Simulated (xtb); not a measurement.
CeO$_{2}$ (SMILES [O]=[Ce]=[O]), singlet, at a GFN2-xTB geometry (such geometries of metal compounds can be far from the true shape); GFN2-xTB run with xtb 6.7.1.

Here is a job for xtb.
```
$ xtb mol.xyz --gfn 2 --json

# file mol.xyz
3

Ce    -0.16924966     0.08770245    -0.18012469
O      1.87597302    -0.06772443    -0.41145043
O     -0.64891296    -0.56811834     1.71735447
```

What the program printed (banner, timings and long lists left out):

```
   ID    Z sym.   atoms
    1   58 Ce     1
    2    8 O      2, 3

           -------------------------------------------------
          |                Calculation Setup                |
           -------------------------------------------------

           -------------------------------------------------
          |                 G F N 2 - x T B                 |
           -------------------------------------------------

          ...................................................
          :                      SETUP                      :
          :.................................................:
          :  # basis functions                  18          :
          :  # atomic orbitals                  17          :
          :  # shells                            7          :
          :  # electrons                        15          :
          :  max. iterations                   250          :
          :  Hamiltonian                  GFN2-xTB          :
          :  restarted?                      false          :
          :  GBSA solvation                  false          :
          :  PC potential                    false          :
          :  electronic temp.          300.0000000     K    :
          :  accuracy                    1.0000000          :
          :  -> integral cutoff          0.2500000E+02      :
          :  -> integral neglect         0.1000000E-07      :
          :  -> SCF convergence          0.1000000E-05 Eh   :
          :  -> wf. convergence          0.1000000E-03 e    :
          :  Broyden damping             0.4000000          :
          :  net charge                          0          :
          :  unpaired electrons                  0          :
          ...................................................

 iter      E             dE          RMSdq      gap      omega  full diag
   1      2.8597998  0.285980E+01  0.637E+01    0.05       0.0  T
   2     -7.5042153 -0.103640E+02  0.323E+01   22.46       1.0  T
   3     -7.8450718 -0.340856E+00  0.278E+01   12.91       1.0  T
   4     -8.0700274 -0.224956E+00  0.268E+01    9.62       1.0  T
   5     -7.9502538  0.119774E+00  0.220E+01   11.54       1.0  T
   6      3.9410215  0.118913E+02  0.643E+01    0.04       1.0  T
   7     -3.7416236 -0.768265E+01  0.358E+01    0.18       1.0  T
   8     -3.7296543  0.119692E-01  0.357E+01    0.18       1.0  T
   9     -3.0170219  0.712632E+00  0.387E+01    0.15       1.0  T
  10     -1.9666681  0.105035E+01  0.429E+01    0.12       1.0  T
  11     -2.2391126 -0.272444E+00  0.417E+01    0.12       1.0  T
  12     -2.3767283 -0.137616E+00  0.411E+01    0.13       1.0  T
  13      5.1725404  0.754927E+01  0.701E+01    0.06       1.0  T
  14      4.6123135 -0.560227E+00  0.685E+01    0.05       1.0  T
  15      4.0182495 -0.594064E+00  0.658E+01    0.05       1.0  T
  16      4.7250289  0.706779E+00  0.699E+01    0.04       1.0  T
  17     -1.6947864 -0.641982E+01  0.441E+01    0.11       1.0  T
  18     -7.3106950 -0.561591E+01  0.178E+01    0.05       1.0  T
  19     -6.0609261  0.124977E+01  0.284E+01    0.14       1.0  T
  20     -5.1561127  0.904813E+00  0.340E+01    0.31       1.0  T
  21     -8.4958858 -0.333977E+01  0.145E+01    0.56       1.0  T
  22      0.5763946  0.907228E+01  0.604E+01    0.04       1.0  T
  23     -8.2847724 -0.886117E+01  0.137E+01    8.32       1.0  T
  24     -8.9912924 -0.706520E+00  0.113E+01    1.54       1.0  T
  25     -2.6463775  0.634491E+01  0.418E+01    0.10       1.0  T
  26     -8.4426239 -0.579625E+01  0.161E+01    6.62       1.0  T
  27     -8.6526929 -0.210069E+00  0.176E+01    4.97       1.0  T
  28     -8.5229847  0.129708E+00  0.172E+01    5.88       1.0  T
  29     -8.5481091 -0.251245E-01  0.173E+01    5.67       1.0  T
  30     -8.5521735 -0.406438E-02  0.171E+01    5.64       1.0  T
  31     -8.5495104  0.266314E-02  0.171E+01    5.66       1.0  T
  32     -8.5674818 -0.179714E-01  0.170E+01    5.53       1.0  T
[...]
         :: total energy              -9.018279560657 Eh    ::
[...]
         :: -> anisotropic XC         -0.011878971902 Eh    ::
         :: -> dispersion             -0.001104291804 Eh    ::
         :: repulsion energy           0.008971379354 Eh    ::
         :: add. restraining           0.000000000000 Eh    ::
         :: total charge               0.000000000001 e     ::
         :::::::::::::::::::::::::::::::::::::::::::::::::::::

           -------------------------------------------------
          |                Property Printout                |
           -------------------------------------------------

    * Orbital Energies and Occupations

         #    Occupation            Energy/Eh            Energy/eV
      -------------------------------------------------------------
         1        2.0000           -0.6873304             -18.7032
         2        2.0000           -0.6803780             -18.5140
         3        2.0000           -0.4921213             -13.3913
         4        2.0000           -0.4647488             -12.6465
         5        2.0000           -0.4480078             -12.1909
         6        1.9979           -0.4385816             -11.9344
         7        1.5365           -0.4328451             -11.7783
         8        1.4655           -0.4325747             -11.7710 (HOMO)
         9                         -0.3533829              -9.6160 (LUMO)
        10                         -0.3090612              -8.4100
        11                         -0.3089902              -8.4081
        12                         -0.3083174              -8.3897
        13                         -0.2959588              -8.0534
        14                         -0.2901969              -7.8967
        15                         -0.1375332              -3.7425
        16                          0.0266333               0.7247
        17                          0.0806196               2.1938
      -------------------------------------------------------------
                  HL-Gap            0.0791919 Eh            2.1549 eV
             Fermi-level           -0.4128424 Eh          -11.2340 eV

     #   Z          covCN         q      C6AA      α(0)
     1  58 Ce       1.353     0.800   499.712    48.490
     2   8 O        0.676    -0.400    21.752     6.248
     3   8 O        0.676    -0.400    21.752     6.248

 Mol. C6AA /au·bohr⁶  :        969.762253
 Mol. C8AA /au·bohr⁸  :     152092.041954
 Mol. α(0) /au        :         60.985923

Wiberg/Mayer (AO) data.
largest (>0.10) Wiberg bond orders for each atom

 ---------------------------------------------------------------------------
     #   Z sym  total        # sym  WBO       # sym  WBO       # sym  WBO
 ---------------------------------------------------------------------------
     1  58 Ce   2.849 --     2 O    1.424     3 O    1.424
     2   8 O    1.736 --     1 Ce   1.424     3 O    0.312
     3   8 O    1.736 --     1 Ce   1.424     2 O    0.312
 ---------------------------------------------------------------------------

Topologies differ in total number of bonds
Writing topology from bond orders to xtbtopo.mol

molecular dipole:
                 x           y           z       tot (Debye)
 q only:       -1.183       0.613      -1.259
   full:       -1.767       0.916      -1.881       6.961
molecular quadrupole (traceless):
                xx          xy          yy          xz          yz          zz
 q only:       -3.141      -0.581       4.506       4.170       1.962      -1.365
  q+dip:       -3.597      -0.778       5.110       5.044       2.160      -1.513
   full:       -5.397      -0.686       7.881       6.419       3.611      -2.483

           -------------------------------------------------
          | TOTAL ENERGY               -9.018279560657 Eh   |
          | GRADIENT NORM               0.000001187865 Eh/α |
          | HOMO-LUMO GAP               2.154920389146 eV   |
           -------------------------------------------------

normal termination of xtb
```
